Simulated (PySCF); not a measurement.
Vibration and rotation of CaBr

UHF-CCSD(T) constants of CaBr, ²Σ⁺ (doublet), unpaired electrons σ ↑ (PySCF, no relativity, basis sets Ca pcseg-1, Br pcseg-1; masses 39.9626 and 78.9183 u):

* ωe: 274.3 cm⁻¹
* ωexe: 0.683 cm⁻¹
* Be: 0.089187 cm⁻¹
* αe: 0.000370 cm⁻¹
* D (centrifugal): 3.77e-08 cm⁻¹
* De to Ca + Br: 3.37 eV

Problem. Give the vibrational terms G(v) and spacings up to v = 6.

Solution. G(v) = ωe(v+½) − ωexe(v+½)².

```tsv
v	G(v) (cm⁻¹)	G(v) − G(v−1)	Bv (cm⁻¹)
0	137.0		0.08900
1	409.9	272.9	0.08863
2	681.5	271.6	0.08826
3	951.7	270.2	0.08789
4	1220.5	268.8	0.08752
5	1488.0	267.5	0.08715
6	1754.1	266.1	0.08678
```

Problem. How well does the Morse estimate ωe²/(4ωexe) reproduce De, and what is D0?

Solution. It gives 3.41 eV, 101 % of the computed De. D0 = De − G(0) = 3.37 − 0.02 = 3.35 eV.

Correlated steps freeze 14 core orbitals. Correlated levels converge slowly with the basis: in double zeta they bind strong bonds too weakly, by up to about 1 eV, and carry superposition errors of some tenths. Spin–orbit coupling is left out. The state is the lowest determinant that a PBE0 search found; another state may lie lower at other levels.
